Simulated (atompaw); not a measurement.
**Before and after: PAW (atompaw) potential for Ru**

atompaw 4.2.0.5 input, output lines left out:

```
Ru 44
GGA-PBESOL scalarrelativistic loggrid 1500 logderivrange -2 5 176
5 5 4 0 0 0
5 0 0
5 1 1
4 2 7
0 0 0
c
c
c
c
v
c
c
c
v
c
v
2
2.50 1.95 2.25 1.90
y
0.05
n
y
2.85
n
y
-0.05
n
custom polynom2 7 10 vanderbiltortho sinc
3 0 ultrasoft
2.50
2.50
1.60
1.60
2.05
2.50
```

Change: all radii scaled by about 1.27 (s 3.18, p 2.04, d 2.60 bohr); local potential ultrasoft scheme with l = 3 at 0 Ry, radius 2.86 bohr; augmentation sinc compensation charge, radius 2.48 bohr; PAW radius 3.18 bohr; waves and projectors: custom polynom2 7 10 vanderbiltortho; core correction smooth core density matched at 2.42 bohr.

Cutoffs: the cutoffs (Ry, on a coarse ladder) from which the occupation-weighted sum of valence levels, in a spherical-Bessel basis at the reference potential, stays within 10 and 1 mRy of its value at 400 Ry; they do not see the model core or the augmentation charge, which bear on the density cutoff.

What does the change do?

The potential gets harder (21 Ry and 30 Ry → 30 Ry and 70 Ry); the bound ghost in p disappears.

| quantity | base | changed |
| --- | --- | --- |
| cutoff, loose | 21 Ry | 30 Ry |
| cutoff, tight | 30 Ry | 70 Ry |
| loose cutoff by channel (10 mRy a level) | p 15 Ry, d 18 Ry | p 8 Ry, d 18 Ry |
| bound ghosts | p | none |
| lowest overlap eigenvalue by channel | s 0.50, p 0.82, d 0.11 | s 0.86, p 0.87, d 0.60 |

 A true bound ghost makes a file unfit for plane-wave use even where its test errors are small: the radial tests pick states by their node count and pass the ghost by. The cutoffs see the waves, projectors and local potential, not the compensation charge or the core.
